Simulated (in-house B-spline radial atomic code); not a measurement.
Spin-orbit splittings of orbital energies (j = l + 1/2 less j = l - 1/2) and ratios of mean radii (lower j over upper j) along the 23-electron series, configuration [Ar] 3d5. Computed with a B-spline radial code for spherical atoms: Dirac-Hartree-Fock, average of the configuration, finite nuclei.

```
  ion   Z  splitting of 3p (eV)  radius ratio of 3p  splitting of 3d (eV)  radius ratio of 3d  splitting of 2p (eV)  radius ratio of 2p
Tb42+  65                177.23             0.95165                 39.71             0.98303                756.75             0.91773
Dy43+  66                190.79             0.95005                42.767             0.98247                811.02             0.91497
Ho44+  67                205.18             0.94841                    46              0.9819                 868.4             0.91216
Er45+  68                220.43             0.94674                49.413             0.98131                929.04             0.90929
Tm46+  69                236.59             0.94502                53.015             0.98072                993.08             0.90636
Yb47+  70                253.69             0.94327                56.811             0.98011               1060.67             0.90337
Lu48+  71                271.78             0.94149                 60.81              0.9795               1131.99             0.90032
Hf49+  72                290.91             0.93966                65.019             0.97888               1207.21              0.8972
Ta50+  73                311.12             0.93779                69.444             0.97824                1286.5             0.89402
 W51+  74                332.47             0.93588                74.094              0.9776               1370.04             0.89078
Re52+  75                355.01             0.93393                78.977             0.97694               1458.04             0.88748
Os53+  76                 378.8             0.93193                  84.1             0.97628               1550.68              0.8841
Ir54+  77                403.89              0.9299                89.471              0.9756               1648.19             0.88066
Pt55+  78                430.35             0.92782                  95.1             0.97492               1750.78             0.87715
Au56+  79                458.23             0.92569                100.99             0.97422               1858.69             0.87358
Hg57+  80                487.61             0.92351                107.16             0.97351               1972.16             0.86992
```

Question: With what power of Z does the column «splitting of 3d (eV)» change over this range?

Answer: A fit of the logarithm of its size against log Z from Z = 65 to 80 has slope 4.78. An unscreened hydrogenic electron would give 4 at low Z; screening makes the apparent power larger near the neutral end, and relativity raises it again at high Z.
